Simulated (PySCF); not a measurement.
## Finite-field polarisability of Al (aluminium, neutral)

[Ne] 3s2 3p1, 2P determinant. Calculation: PySCF 2.14, in x2c-QZVPPall with one added diffuse shell each of s, p, d, f type (10s7p5d3f1g, 86 functions); the spin-free X2C one-electron Hamiltonian (Gaussian nucleus). Frozen: [Ne]. Energy changes in a uniform field (μhartree):

```json
{"axis": "x", "F (au)": "0.002", "HF": "-103.762", "MP2": "-102.336", "CCSD": "-99.737", "CCSD(T)": "-99.818"}
{"axis": "x", "F (au)": "0.004", "HF": "-415.490", "MP2": "-409.799", "CCSD": "-399.371", "CCSD(T)": "-399.699"}
{"axis": "y", "F (au)": "0.0016", "HF": "-102.647", "MP2": "-99.262", "CCSD": "-96.187", "CCSD(T)": "-96.155"}
{"axis": "y", "F (au)": "0.0032", "HF": "-412.173", "MP2": "-398.518", "CCSD": "-386.100", "CCSD(T)": "-385.965"}
```

By symmetry the remaining axis equals x.

Derive α along x at CCSD(T) from the two fields.

With ΔE = −αF²/2 − γF⁴/24, α = −(16 ΔE(F) − ΔE(2F))/(6F²) = 49.89 bohr³.

And the mean polarisability at each level?

The components xx, yy, zz at CCSD(T) are 49.89, 75.03, 49.89, the third axis being equal by symmetry to one of the two computed. Means: HF 61.27, MP2 59.92, CCSD 58.25, CCSD(T) 58.27 bohr³. Reference: 57.8 ± 1 bohr³ (recommended; Schwerdtfeger and Nagle, table of static dipole polarizabilities (2023 update)).
